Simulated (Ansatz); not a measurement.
BH4InTe, SMILES `[InH2][BH][TeH]`, relaxed with RKS PBE0-D4/def2-TZVP in the Gaussian-basis code of Ansatz from a GFN2-xTB geometry. The force threshold is 0.005 eV/Å; the program also tests the step.

The species carries charge 0 and has multiplicity 1. In, Te: def2 effective core potential.

Start:

```xyz
7

In   -0.610    0.557    1.033
B    -0.443   -0.577   -0.916
Te    1.396   -0.947   -1.812
H    -0.566    2.303    1.216
H    -0.723   -0.144    2.640
H    -1.381   -0.993   -1.482
H     2.328   -0.199   -0.680
```

| step | energy (eV) | largest force (eV/Å) | largest move (Å) |
| --- | --- | --- | --- |
| 1 | -13207.1961 | 0.932 | 0.000 |
| 2 | -13207.2323 | 0.190 | 0.176 |
| 3 | -13207.2495 | 0.089 | 0.084 |
| 4 | -13207.2500 | 0.039 | 0.019 |
| 5 | -13207.2506 | 0.012 | 0.009 |
| 6 | -13207.2513 | 0.006 | 0.044 |
| 7 | -13207.2517 | 0.017 | 0.064 |
| 8 | -13207.2517 | 0.011 | 0.005 |
| 9 | -13207.2519 | 0.003 | 0.011 |
| 10 | -13207.2519 | 0.002 | 0.010 |

End:

```xyz
7

In   -0.621    0.594    1.074
B    -0.447   -0.510   -0.854
Te    1.375   -0.977   -1.792
H    -0.716    2.321    1.140
H    -0.619   -0.218    2.602
H    -1.372   -0.918   -1.495
H     2.400   -0.291   -0.675
```

Run time 37 s (2 threads of an Arm Neoverse V2 on a shared host); peak host memory 0.37 GiB.
